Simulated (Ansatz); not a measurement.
Cartesian coordinates in Å:
```
C -1.552 -0.435 -1.537
C -0.272 -0.438 -1.171
N 0.237 -0.103 0.094
Si 1.955 -0.141 0.322
Cl 2.800 1.722 0.136
Si -0.911 0.490 1.260
Cl 0.129 1.036 2.938
H -2.366 -0.163 -0.874
H -1.820 -0.718 -2.545
H 0.484 -0.730 -1.895
H 2.304 -0.652 1.658
H 2.498 -0.981 -0.767
H -1.871 -0.570 1.639
H -1.615 1.682 0.741
```

Total charge 0; spin multiplicity 1.

Q: List the PBE0/def2-TZVPP orbital energies in eV (Ansatz 0.2.0). (Best estimate.)

A: Computed: Occupied: -2767.65, -2767.36, -1804.11, -1803.99, -392.03, -279.72, -278.13, -259.52, -259.22, -197.79, -197.66, -197.66, -197.49, -197.37, -197.37, -146.31, -146.19, -101.03, -100.95, -100.92, -100.89, -100.85, -100.82, -25.82, -23.45, -23.15, -21.04, -17.18, -16.13, -14.58, -13.54, -13.18, -11.98, -11.39, -11.16, -10.94, -10.88, -10.50, -10.12, -9.61, -9.25, -9.10, -8.93, -6.93. Lowest empty: 0.09, 0.22, 0.37, 0.57, 0.89, 1.24, 1.58, 2.08.
